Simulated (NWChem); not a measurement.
Molecule: MoHO₃Cl; SMILES [O]=[Mo]([Cl])([OH])=[O]

```xyz
6

Mo     0.0557    -0.2752    -0.0054
O      0.9957    -0.7808    -1.2848
O      0.8039    -0.7716     1.3986
Cl    -0.0946     1.9910    -0.0067
O     -1.6249    -1.0491    -0.1416
H     -2.1267    -1.4794     0.5622
```
Atoms are numbered in this order, from 1.

All runs: NWChem. Medium grid unless said otherwise, to which SCAN and Minnesota functionals are sensitive. All runs use the structure optimised with PBE0/def2-SVP. def2 effective core potentials on Mo; no spin-orbit coupling.

Problem. Order these by “orbital gap (eV)”, lowest first: BLYP/def2-SVP; BHandHLYP/def2-SVP; MPW1K/def2-SVP; B3LYP/def2-SVP.

Solution. BLYP/def2-SVP (4.31), B3LYP/def2-SVP (6.12), MPW1K/def2-SVP (8.23), BHandHLYP/def2-SVP (8.82)
